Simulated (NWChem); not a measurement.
System: SiH2S2, singlet; SMILES S[Si]S

```xyz
5

Si    -1.0092     0.0125     0.0000
S      0.3724     1.6678     0.0000
H      1.5637     1.0219     0.0000
S      0.4421    -1.5812     0.0000
H     -0.4667    -2.5831     0.0000
```
Atoms are numbered in this order, from 1.

Low-valent species are run as closed-shell singlets; no triplet was tried in these runs. The geometry was optimised at PBE0/def2-SVP.

Symmetry labels are those of Cs in the frame above (b1 and b2, or b-type labels, depend on it).

Q: List the 4 lowest vertical singlet excitations from CAM-B3LYP/def2-SVPD, TDA (NWChem).

A: 
| state | energy (eV) | oscillator strength | symmetry | leading excitation (squared amplitude) |
|---|---|---|---|---|
| S1 | 4.00 | 0.030 | a" | HOMO → LUMO (0.97) |
| S2 | 4.85 | 0.061 | a' | HOMO−1 → LUMO (0.90) |
| S3 | 5.70 | 0.001 | a" | HOMO−3 → LUMO (0.92) |
| S4 | 5.78 | 0.053 | a' | HOMO−2 → LUMO (0.42) |
